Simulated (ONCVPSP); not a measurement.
**u(r) = r·R(r): atom against pseudo-atom (Al (Z = 13))**

Columns: radius, all-electron u(r) and pseudo u(r) of the 2s shell (level -112.00 eV) of aluminium in the configuration [He] 2s2 2p6 3s2 3p0.5; PBE, scalar-relativistic, ONCV scheme, ONCVPSP 4.0.1.

```json
{"r (bohr)": "0.062", "all-electron": "-0.5985", "pseudo": "0.2484"}
{"r (bohr)": "0.125", "all-electron": "-0.3105", "pseudo": "0.4891"}
{"r (bohr)": "0.188", "all-electron": "0.1869", "pseudo": "0.7069"}
{"r (bohr)": "0.250", "all-electron": "0.6332", "pseudo": "0.8901"}
{"r (bohr)": "0.312", "all-electron": "0.9634", "pseudo": "1.0360"}
{"r (bohr)": "0.375", "all-electron": "1.1755", "pseudo": "1.1425"}
{"r (bohr)": "0.438", "all-electron": "1.2826", "pseudo": "1.2063"}
{"r (bohr)": "0.500", "all-electron": "1.3100", "pseudo": "1.2292"}
{"r (bohr)": "0.562", "all-electron": "1.2834", "pseudo": "1.2170"}
{"r (bohr)": "0.625", "all-electron": "1.2199", "pseudo": "1.1744"}
{"r (bohr)": "0.688", "all-electron": "1.1344", "pseudo": "1.1084"}
{"r (bohr)": "0.750", "all-electron": "1.0391", "pseudo": "1.0277"}
{"r (bohr)": "0.812", "all-electron": "0.9400", "pseudo": "0.9377"}
{"r (bohr)": "0.875", "all-electron": "0.8404", "pseudo": "0.8427"}
{"r (bohr)": "0.938", "all-electron": "0.7452", "pseudo": "0.7487"}
{"r (bohr)": "1.000", "all-electron": "0.6577", "pseudo": "0.6606"}
{"r (bohr)": "1.062", "all-electron": "0.5773", "pseudo": "0.5790"}
{"r (bohr)": "1.125", "all-electron": "0.5033", "pseudo": "0.5039"}
{"r (bohr)": "1.188", "all-electron": "0.4370", "pseudo": "0.4371"}
{"r (bohr)": "1.250", "all-electron": "0.3790", "pseudo": "0.3790"}
{"r (bohr)": "1.312", "all-electron": "0.3277", "pseudo": "0.3277"}
{"r (bohr)": "1.375", "all-electron": "0.2820", "pseudo": "0.2820"}
{"r (bohr)": "1.438", "all-electron": "0.2421", "pseudo": "0.2421"}
{"r (bohr)": "1.500", "all-electron": "0.2080", "pseudo": "0.2080"}
{"r (bohr)": "1.562", "all-electron": "0.1785", "pseudo": "0.1784"}
{"r (bohr)": "1.625", "all-electron": "0.1525", "pseudo": "0.1525"}
```

**Question.** How many radial nodes do the two functions have?

**Answer.** The all-electron 2s function has n − l − 1 = 1; the pseudo-wave has 0, since the states of the same l below it are removed with the core.

**Question.** At about which radius was the pseudo-wave matched?

**Answer.** 1.25 bohr, where the columns begin to agree (steps of 0.06 bohr).

**Question.** Where does each function peak?

**Answer.** Outermost all-electron maximum near 0.50 bohr, pseudo maximum near 0.50 bohr (to the table’s step).

**Question.** Is the pseudo-wave norm-conserving?

**Answer.** Yes: the ONCV scheme keeps the norm inside the radius equal to the all-electron one, which fixes the energy derivative of the logarithmic derivative at the level.
